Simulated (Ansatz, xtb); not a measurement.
# Isomers of H6NSi3+ in order of energy

9 gas-phase structures of H6NSi3+, found in a search over its isomers (lower ones may exist). Each was relaxed with GFN2-xTB; where two conformers were screened, the lower at r2SCAN-D4/def2-SVP is listed:

A. `[SiH2]=[N+]1[SiH2][SiH2]1`, a singlet
B. `N1[SiH2][SiH+][SiH2]1`, a singlet
C. `[SiH3][N+]1=[SiH][SiH2]1`, a singlet
D. `[SiH3][N+]#[Si][SiH3]`, a singlet
E. `[Si]=[N+]([SiH3])[SiH3]`, a singlet
F. `[NH+]1=[SiH][SiH2][SiH2]1`, a singlet
G. `[Si]=[NH+][SiH2][SiH3]`, a singlet
H. a singlet given by its coordinates
I. `[SiH2]=[N+]=[SiH][SiH3]`, a singlet

H (Å):

| atom | x (Å) | y (Å) | z (Å) |
| --- | --- | --- | --- |
| N | -1.6746 | -1.0198 | -0.4908 |
| Si | -2.3745 | 0.2803 | -1.5295 |
| Si | -3.0390 | -1.7760 | 0.1374 |
| Si | 0.0815 | -1.4088 | -0.2433 |
| H | -1.1181 | 0.8638 | -2.0453 |
| H | -4.3674 | -1.3119 | -0.2016 |
| H | -2.8242 | -2.9092 | 1.0334 |
| H | 0.0704 | -2.3597 | 0.8633 |
| H | 0.6725 | -0.1155 | 0.0769 |
| H | 0.4837 | -1.9739 | -1.5263 |

Close contacts (Å): N1–Si2 1.81, N1–Si3 1.68, N1–Si4 1.82, Si2–Si3 2.73, Si2–H5 1.48, Si3–H6 1.45, Si3–H7 1.46, Si4–H8 1.46, Si4–H9 1.46, Si4–H10 1.46.

Make a reasoned guess at their ranking by r2SCAN-D4/def2-SVP single-point energy.

Calculated order at r2SCAN-D4/def2-SVP: F (0.0), E (3.3), A (13.5), G (16.5), I (20.3), C (21.5), B (23.8), H (34.1), D (35.1) kcal/mol. CCSD(T)/def2-SVP + ΔMP2/def2-TZVPP after further relaxation puts E lowest instead.

Energies above the lowest of each column, in kcal/mol; the last columns are at B3LYP/6-31G* geometries and were run for some of them only (a dash: not run or not comparable):

```
structure  GFN2-xTB  HF/STO-3G  r2SCAN-D4/def2-SVP  B3LYP/6-31G*  CCSD(T)/def2-SVP + ΔMP2/def2-TZVPP
        F      18.8       14.5                 0.0           0.0                                 2.9
        E       0.0        0.0                 3.3           0.1                                 0.0
        A      13.8       47.8                13.5          16.2                                   –
        G      28.3       14.5                16.5           8.0                                10.9
        I       0.7       59.1                20.3             –                                   –
        C      16.7       53.6                21.5             –                                   –
        B      26.5       47.1                23.8             –                                   –
        H      15.4       49.0                34.1             –                                   –
        D      10.5       57.7                35.1             –                                   –
```

CCSD(T)/def2-SVP + ΔMP2/def2-TZVPP puts E lowest of those it was run on; r2SCAN-D4/def2-SVP picks F. CCSD(T)/def2-SVP + ΔMP2/def2-TZVPP orders those it was run on as E (0.0), F (2.9), G (10.9) kcal/mol. Some further structures that were screened fall inside this span and aren't listed. Flexible structures stand in one conformer each, not always the lowest. Frequencies (B3LYP/6-31G*) were run for E, F, G alone. ΔMP2 is the change of the MP2 energy from the smaller to the larger basis.

Over these structures GFN2-xTB departs from r2SCAN-D4/def2-SVP by 11.3 kcal/mol on average once a common shift is removed. A GFN2-xTB relaxation took about 0.18 s and the r2SCAN-D4/def2-SVP energy about 1.6 s on a shared host (Ansatz 0.2.0, xtb 6.7.1 (Pople sets with spherical d functions)).
